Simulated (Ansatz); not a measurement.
**Reading a saddle point**

A first-order saddle point of SiN₂H₉F, singlet, PBE0-D4/def2-TZVP, with one imaginary mode of 241i cm⁻¹:

```
13
angstrom
Si -0.9036 -1.1081 0.2058
F 0.9141 -1.2402 -0.3479
H -1.1717 -0.8008 -1.2391
H -0.7361 -2.5120 0.6674
H -2.3445 -0.8971 0.6805
H 0.4042 1.1416 -0.0447
N -0.2820 0.3084 1.1612
H 1.1847 0.0814 -0.9576
N 1.0193 1.1487 -0.9640
H -0.9835 0.6862 1.7834
H 0.5361 0.0652 1.7086
H 1.8709 1.6877 -0.8748
H 0.4923 1.4390 -1.7788
```

Program: Ansatz 0.2.0. Basis: def2-TZVPP and def2-QZVPP. Cores are frozen in the correlated methods. Extrapolation: Hartree–Fock as exp(−7.88 √X), correlation as X^−2.97.

Problem. Which contacts change along the imaginary mode, and what lies on either side? (Judge from chemistry; the calculation decides.)

Solution. By the calculation: The step is SiH₃F ([F][SiH3]) + NH₃ + NH₃ → SiNH₅ ([NH2][SiH3]) + NH₃ + HF, with the molecules in contact on both sides. Shortening one way: Si1–N7, F2–H8, H6–N9; lengthening the same way: Si1–F2, H6–N7, H8–N9.
```
  pair  one side (Å)  saddle (Å)  other side (Å)
Si1–N7          1.97        1.82            1.73
 F2–H8          2.21        1.48            0.98
 H6–N9          1.87        1.11            1.02
Si1–F2          1.71        1.90            3.97
 H6–N7          1.04        1.62            2.29
 H8–N9          1.02        1.08            1.57
```

Problem. Which side is lower, and how far does the saddle lie above each? (To be estimated.)

Solution. Computed: The side with Si1–F2, H6–N7, H8–N9 short is lower by 1.27 kcal/mol; the saddle lies 14.47 kcal/mol above it and 13.20 kcal/mol above the other (CCSD(T) at an estimated basis limit (MP2 extrapolated from triple and quadruple zeta, plus CCSD(T) − MP2 in triple zeta); electronic energies).

No T1 diagnostic of these runs exceeds 0.011.

The step is the kind of exchange with an N–H group that builds nitride films in atomic layer and chemical vapour deposition.

Labels in which every atom is bracketed show which atoms are joined, not bond orders.

For scale, one of the runs: CCSD(T)/def2-TZVPP, 261 basis functions, launched by `ansatz run in.yaml --threads 8 --pin off --events-out ev --progress --plain --max-ram 19148MiB`. Hardware: 8 CPU threads of an Intel Xeon Platinum 8488C, shared host. Wall time 45 s; peak host memory 6.4 GiB.
